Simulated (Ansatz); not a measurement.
`[SiH3][SiH2]OBCl` + `OBS` → `OBS[SiH3]` + `[SiH3]OBCl`  (cleavage of the Si–Si bond)

Isolated molecules relaxed with PBE0-D4/def2-TZVP in Ansatz; ΔE leaves out vibrations. CCSD(T)/CBS adds triple-zeta CCSD(T) − MP2 to the extrapolated MP2 energy (def2 sets, frozen cores). This one scheme is used for every species. DFT in def2-TZVPP. One conformer a species, not always the lowest.

```
          level  ΔE (eV)
        PBE0-D4    -0.52
        ωB97M-V    -0.62
         B2PLYP    -0.60
         r2SCAN    -0.57
CCSD/def2-TZVPP    -0.56
 MP2/def2-QZVPP    -0.71
   HF/CBS(def2)    -0.63
  MP2/CBS(def2)    -0.72
```

Task: What does CCSD(T)/CBS give? (Estimate.)

Result: Ansatz gave: -0.61 eV. The listed levels differ from it by 0.09, -0.01, 0.01, 0.04, 0.05, -0.10, -0.02, -0.11 eV.

Largest T1 diagnostic among the species: 0.014.

From PBE to PBE0 (25 % exact exchange), in def2-TZVPP and without D4, ΔE moves by −0.04 eV.
